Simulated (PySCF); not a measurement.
**Spinor energies of In⁴²⁺ (indium, charge +42)**

Start: [He] 2s2 2p3; 2p1/2 filled at m_j = -1/2, +1/2; 2p3/2 filled at m_j = +3/2. Calculated with PySCF 2.14 in an even-tempered Gaussian basis (17 s from 21 bohr⁻², ratio 2.4; 12 p from 27 bohr⁻², ratio 2.4; 5 d from 95 bohr⁻², ratio 2.6; 4 f from 140 bohr⁻², ratio 2.6): generalised Hartree-Fock with the X2C-1e Hamiltonian and a Gaussian nucleus; one run each with spin-orbit coupling (SO) switched off, then screened by Boettger's factors.

```json
{"spinor shell": "1s1/2", "electrons": "2", "ε, spin-free (eV)": "-31436.3", "ε, screened SO (eV)": "-31424.4", "weight of nominal j (screened SO)": "1.000", "rms radius, screened SO (bohr)": "0.0339"}
{"spinor shell": "2s1/2", "electrons": "2", "ε, spin-free (eV)": "-7174.5", "ε, screened SO (eV)": "-7171.0", "weight of nominal j (screened SO)": "1.000", "rms radius, screened SO (bohr)": "0.133"}
{"spinor shell": "2p1/2", "electrons": "2", "ε, spin-free (eV)": "-6870.0", "ε, screened SO (eV)": "-6994.2", "weight of nominal j (screened SO)": "0.997", "rms radius, screened SO (bohr)": "0.114"}
{"spinor shell": "2p3/2", "electrons": "1", "ε, spin-free (eV)": "-6870.0", "ε, screened SO (eV)": "-6772.7", "weight of nominal j (screened SO)": "1.000", "rms radius, screened SO (bohr)": "0.118"}
```

```
   quantity    spin-free  screened SO
E (hartree)  -3807.98063  -3815.39175
        M_J          3/2          3/2
       ⟨J²⟩        3.750        3.750
       ⟨L²⟩        0.000        2.353
       ⟨S²⟩        3.750        1.586
```

Each row is a mean over spinors that exchange with the open shell spreads, by up to 47.722 eV (2s1/2).

Breit and QED terms are absent; they matter most for the inner s and p1/2 levels.

Densities and radii are taken from the X2C orbitals without a picture-change correction, which distorts them close to the nucleus.

Without spin-orbit coupling the j labels of p, d and f shells carry no meaning; the spin-free column gives the mean over the occupied spinors of each nl shell.
